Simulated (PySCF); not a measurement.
AgCl₃: breathing scan

Method: PBE/[Ag def2-SVP with ECP28, Cl def2-SVP], scalar-relativistic core potentials, density fitting, no spin–orbit coupling, PySCF.

Rigid scan from the singlet minimum (Ag–Cl 2.289 Å (×2), Ag–Cl 2.296 Å; Cl–Ag–Cl 96.4° (×2), Cl–Ag–Cl 167.1°). Coordinate: all bonds to the central atom scaled together. Energies in kJ/mol from the minimum.

(1) Predict the curve at 0.88, 0.92, 0.96, 1.00, 1.04, 1.08, 1.14, 1.35.

## Answers

(1) 
| scale of all bonds to the centre | E (kJ/mol) | dipole size (D) |
| --- | --- | --- |
| 0.88 | 207.8 | 0.71 |
| 0.92 | 78.1 | 0.76 |
| 0.96 | 16.6 | 0.82 |
| 1.00 | 0.0 | 0.91 |
| 1.04 | 12.0 | 1.00 |
| 1.08 | 41.5 | 1.11 |
| 1.14 | 102.2 | 1.29 |
| 1.35 | 318.0 | 1.84 |

At long bonds a restricted determinant can lie too high, and another spin state can fall below this curve.

The scan took 2.2 min on 2 threads of a shared Arm Neoverse V1 host; the process peaked at 1 GiB.
